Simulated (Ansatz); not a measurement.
Compare A (`BC(O)[SiH3]`) with its isomer B (`BCO[SiH3]`).

Computed with Ansatz on PBE0-D4/def2-TZVP structures; ΔE is electronic, products minus reactants. CBS: MP2 limit from def2 TZ/QZ plus the TZ coupled-cluster correction, frozen cores. DFT in def2-TZVPP. B3LYP here is the variant with VWN-RPA as its local correlation; programs differ in this. One conformer a species, not always the lowest.

Which is lower in electronic energy at CCSD(T)/CBS, and by how much? (Estimate.)

The calculation gave: B, by 86.6 kJ/mol.

Give E(B) − E(A) in kJ/mol with LDA (SPW92), CCSD/def2-TZVPP, CCSD(T)/def2-SVP, B3LYP, B2PLYP, CCSD(T)/def2-TZVPP, PBE-D4. (Best estimate.)

The calculation gave: LDA (SPW92) -57.8, CCSD/def2-TZVPP -93.3, CCSD(T)/def2-SVP -82.6, B3LYP -92.1, B2PLYP -93.0, CCSD(T)/def2-TZVPP -87.3, PBE-D4 -63.6. None reverses the order clearly.

Does the order hold for the free energy at 298.15 K (harmonic terms from PBE0-D4)? (Estimate.)

Ansatz gave: Yes: G(B) − G(A) = -89.4 kJ/mol, for one conformer each. Modes under 60 cm⁻¹, often nearly free rotors, make the harmonic entropy too high.

Largest T1 diagnostic: 0.013.

From r2SCAN to r2SCAN0 (25 % exact exchange), in def2-TZVPP and without D4, E(B) − E(A) moves by −5.1 kJ/mol. In def2-TZVPP, CCSD(T) changes the Hartree–Fock value by +37.0 kJ/mol (the triples alone add +6.0 kJ/mol) and MP2 by +34.8 kJ/mol.
